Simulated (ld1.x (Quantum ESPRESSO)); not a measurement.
# u(r) = r·R(r): atom against pseudo-atom (nickel (Ni))

Columns: radius, all-electron u(r) and pseudo u(r) of the 3s shell (level -111.06 eV) of nickel in the configuration [Ne] 3s2 3p6 3d8 4s2 4p0; PBE, scalar-relativistic, TM scheme, ld1.x (Quantum ESPRESSO) 7.5.

```tsv
r (bohr)	all-electron	pseudo
0.060	0.1297	0.0865
0.120	-0.5272	0.1788
0.180	-0.6836	0.2831
0.240	-0.4281	0.4052
0.300	-0.0002	0.5493
0.360	0.4349	0.7148
0.420	0.7954	0.8922
0.480	1.0541	1.0617
0.540	1.2129	1.1970
0.600	1.2872	1.2763
0.660	1.2964	1.2933
0.720	1.2591	1.2589
0.780	1.1910	1.1910
0.840	1.1046	1.1046
0.900	1.0090	1.0090
0.960	0.9107	0.9107
1.020	0.8142	0.8142
1.080	0.7223	0.7223
1.140	0.6368	0.6368
1.200	0.5584	0.5584
1.260	0.4875	0.4875
1.320	0.4240	0.4240
1.380	0.3677	0.3677
1.440	0.3179	0.3179
1.500	0.2742	0.2742
1.560	0.2361	0.2361
```

(1) How many radial nodes do the two functions have?

(2) At about which radius was the pseudo-wave matched?

(3) Where does each function peak?

(4) Is the pseudo-wave norm-conserving?

## Answers

(1) The all-electron 3s function has n − l − 1 = 2; the pseudo-wave has 0, since the states of the same l below it are removed with the core.

(2) 0.80 bohr. The columns agree to 0.0005 from 0.72 bohr on; several derivatives are matched, so the curves merge somewhat inside the radius.

(3) Outermost all-electron maximum near 0.66 bohr, pseudo maximum near 0.66 bohr (to the table’s step).

(4) Yes: the TM scheme keeps the norm inside the radius equal to the all-electron one, which fixes the energy derivative of the logarithmic derivative at the level.
